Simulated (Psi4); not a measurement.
CH3Cl3Sn, charge -1, doublet, geometry from GFN2-xTB (such geometries of metal compounds can be far from the true shape) (a state made from the parent by changing its charge; the spin is typed, not shown lowest) (core potentials on Sn) (a gas-phase anion, which may not be bound at this level); PBE0/def2-SV(P) run with Psi4.

Here is a job for Psi4.
```
memory 2 GB

molecule {
-1 2
  C    -2.80617644   -0.40162275    0.12082347
  Sn   -0.24461394   -0.03500939    0.01053216
  Cl    0.89982516   -1.44031537   -1.75298602
  Cl    0.41061725    2.34994459   -0.51604998
  Cl    0.94662883   -0.58659495    2.17185494
  H    -2.94846383   -1.38425721    0.54586184
  H    -3.19286124    0.38524350    0.75152957
  H    -3.16113030   -0.33236290   -0.89686246
}

set basis def2-sv(p)
set reference uks

energy('pbe0')
print_variables()
```

**Question.** Write the output that Psi4 gives for this input, abridged.

**Answer.** 
```
   => Loading Basis Set <=

    Name: DEF2-SV(P)
    Role: ORBITAL
    Keyword: BASIS

    !!!  WARNING: ECP capability is in beta. Please check occupations closely.  !!!

         ---------------------------------------------------------
                                   SCF
               by Justin Turney, Rob Parrish, Andy Simmonett
                          and Daniel G. A. Smith
                              UKS Reference
         ---------------------------------------------------------

  ==> Geometry <==

    Molecular point group: c1
    Full point group: C1

    Geometry (in Angstrom), charge = -1, multiplicity = 2:

       Center              X                  Y                   Z               Mass
    ------------   -----------------  -----------------  -----------------  -----------------
         C           -2.833479179651    -0.405530344766     0.121999026143    12.000000000000
         SN          -0.271916679651    -0.038916984766     0.011707716143   119.902201630000
         CL           0.872522420349    -1.444222964766    -1.751810463857    34.968852682000
         CL           0.383314510349     2.346036995234    -0.514874423857    34.968852682000
         CL           0.919326090349    -0.590502544766     2.173030496143    34.968852682000
         H           -2.975766569651    -1.388164804766     0.547037396143     1.007825032230
         H           -3.220163979651     0.381335905234     0.752705126143     1.007825032230
         H           -3.188433039651    -0.336270494766    -0.895686903857     1.007825032230

  Running in c1 symmetry.

  Rotational constants: A =      0.03527  B =      0.03527  C =      0.02971 [cm^-1]
  Rotational constants: A =   1057.42433  B =   1057.42433  C =    890.54341 [MHz]
  Nuclear repulsion =  452.450347665495769

  Charge       = -1
  Multiplicity = 2
  Electrons    = 83
  Nalpha       = 42
  Nbeta        = 41

  ==> Algorithm <==

  SCF Algorithm Type is DF.
  DIIS enabled.
  MOM disabled.
  Fractional occupation disabled.
  Guess Type is SAD.
  Energy threshold   = 1.00e-06
  Density threshold  = 1.00e-06
  Integral threshold = 1.00e-12

  ==> Primary Basis <==

  Basis Set: DEF2-SV(P)
    Blend: DEF2-SV(P)
    Number of shells: 46
    Number of basis functions: 100
    Number of Cartesian functions: 106
    Spherical Harmonics?: true
    Max angular momentum: 2

  Core potential: DEF2-SV(P)
    Number of shells: 4
    Number of ECP primitives: 18
    Number of ECP core electrons: 28
[...]
      Ntotal   =   82.9999899451 ; deviation = -1.005e-05

   @Spin Contamination Metric:   1.201395961E-02
   @S^2 Expected:                7.500000000E-01
   @S^2 Observed:                7.620139596E-01
   @S   Expected:                5.000000000E-01
   @S   Observed:                5.000000000E-01

    Orbital Energies [Eh]
    ---------------------

    Alpha Occupied:

[...]
    Alpha Virtual:

[...]
     100A     51.846827

    Beta Occupied:

[...]
    Beta Virtual:

[...]
    Final Occupation by Irrep:
              A
    DOCC [    41 ]
    SOCC [     1 ]
    NA   [    42 ]
    NB   [    41 ]

  @DF-UKS Final Energy: -1634.01841516777654

   => Energetics <=

    Nuclear Repulsion Energy =            452.4503476654957694
    One-Electron Energy =               -3254.2677863711915052
    Two-Electron Energy =                1250.3940893714934646
    DFT Exchange-Correlation Energy =     -82.5950658335742816
    Empirical Dispersion Energy =           0.0000000000000000
    VV10 Nonlocal Energy =                  0.0000000000000000
    Total Energy =                      -1634.0184151677765385

  UHF NO Occupations:
  HONO-2 :   40  A 1.9997514
  HONO-1 :   41  A 1.9950171
  HONO-0 :   42  A 1.0000000
  LUNO+0 :   43  A 0.0049829
  LUNO+1 :   44  A 0.0002486
  LUNO+2 :   45  A 0.0002486
  LUNO+3 :   46  A 0.0001910

Computation Completed

Properties will be evaluated at   0.000000,   0.000000,   0.000000 [a0]

Properties computed using the SCF density matrix

 Multipole Moments:

 ------------------------------------------------------------------------------------
     Multipole            Electronic (a.u.)      Nuclear  (a.u.)        Total (a.u.)
 ------------------------------------------------------------------------------------

 L = 1.  Multiply by 2.5417464519 to convert [e a0] to [Debye]
 Dipole X            :         -9.8536115            8.7123286           -1.1412829
 Dipole Y            :         -1.4101017            1.2469171           -0.1631846
 Dipole Z            :          0.4241961           -0.3751203            0.0490758
 Magnitude           :                                                    1.1539343

 ------------------------------------------------------------------------------------

  Variable Map:
  ----------------------------------------------------------------------------
[...]
  Array Variable Map:
  ----------------------------------------------------------------------------
[...]
[...]
```
